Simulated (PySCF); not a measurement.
In(F)(Me)2, SMILES [CH3][In]([CH3])[F] (PBE0/def2-SVP optimised geometry):

```
10

In     0.026     0.062     0.000
F     -0.637     1.932     0.000
C     -1.642    -1.289     0.008
H     -1.609    -1.932     0.899
H     -1.616    -1.930    -0.885
H     -2.572    -0.704     0.012
C      2.172     0.062     0.000
H      2.572    -0.736    -0.642
H      2.534    -0.099     1.027
H      2.527     1.039    -0.354
```

Calculation: PySCF with PBE0/def2-TZVP, def2 effective core potentials past Kr.

### Question
What are the frontier orbital energies and the dipole moment?

### Answer
HOMO-2 -9.41 eV, HOMO-1 -8.94 eV, HOMO -7.71 eV, LUMO -1.01 eV, LUMO+1 -0.53 eV; dipole moment 3.65 D.
